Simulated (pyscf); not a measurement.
Structures and frequencies: ωB97X-D3(BJ)/def2-SVP in PySCF.

Problem. For the elementary gas-phase step `[SiH3][SiH]([SiH3])[Si]([SiH3])([SiH3])[GeH3]` → `[SiH2]=[Si]([SiH3])[SiH]([SiH3])[SiH3]` + `[GeH4]` (singlet surface; Ge–Si, H–Si, H–Si broken, H–Si, Ge–H formed), what barrier and reaction energy does ωB97M-D3(BJ)/def2-TZVP give, measured from the reactant's lowest minimum found?

Solution. ΔE‡ = 63.9 kcal/mol, ΔE = +50.8 kcal/mol. Zero-point energy shifts the barrier by -0.5 kcal/mol. It is a multi-bond step, with an imaginary mode of 325i cm⁻¹. On the product side the descent ends in an adduct with a Si–Si, H–Si contact (not fully relaxed), 5.0 kcal/mol under the separated species and 13.9 kcal/mol under the saddle at ωB97X-D3(BJ)/def2-TZVP. What is counted as broken (H–Si) persists as a longer contact in the product adduct; parting that adduct is a step of its own. At the saddle there is also a short Ge–Si contact that neither side keeps. H₃Si–SiH(SiH₃)–Si(SiH₃)(SiH₃)–GeH₃ lies 10.1 kcal/mol over its isomer H₃Si–SiH(SiH₃)–Ge(SiH₃)(SiH₃)–SiH₃, and others may lie lower still (electronic energy, ωB97M-D3(BJ)). H₂Si=Si(SiH₃)–SiH(SiH₃)–SiH₃ lies 29.0 kcal/mol over its isomer cyclic H₁₂Si₆ (SMILES [SiH3][SiH2][SiH]1[SiH2][SiH2][SiH2]1), and others may lie lower still (electronic energy, ωB97M-D3(BJ)). This is the saddle that the search found; another between the same sides may lie lower. Elements up to Kr have no core potential and no relativistic terms here.
